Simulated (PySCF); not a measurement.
Two probes of the same atoms: core binding energy and nuclear shielding

C3H8Si.
Bonds: C1–C2 (double), C2–C3, C3–Si4. Hydrogens: H5, H6 on C1; H7 on C2; H8, H9 on C3; H10, H11, H12 on Si4.

Binding energies: delta-SCF UKS SCAN, pcX-2 on the ionised atom, pcseg-1 elsewhere, spin-free X2C in PySCF. Shieldings: GIAO PBE0/pcSseg-1, non-relativistic, same geometry.

```json
{"atom": "C1", "isotropic shielding (ppm)": "62.6"}
{"atom": "C2", "isotropic shielding (ppm)": "40.9"}
{"atom": "C3", "isotropic shielding (ppm)": "166.0"}
```

Question: What are the C 1s binding energies of these atoms?

Answer: 
| atom | environment | C 1s (eV) | isotropic shielding (ppm) |
| --- | --- | --- | --- |
| C1 | terminal =CH2 carbon | 289.99 | 62.6 |
| C3 | sp3 carbon bound to silicon | 290.47 | 166.0 |
| C2 | alkene CH carbon | 290.66 | 40.9 |

Question: Among the listed atoms, is the one with the highest binding energy also the least shielded?

Answer: Yes: C2 has both (290.66 eV, 40.9 ppm).

By binding energy: C1 < C3 < C2. By shielding: C2 < C1 < C3.

The structure is a single PBE0-D3(BJ)/def2-SVP conformer in the gas phase; no vibrational or solvent corrections.

Conformer computed: `[CH2:1]=[CH:2][CH2:3][SiH3:4]`: C1–C2–C3–Si4 106°.
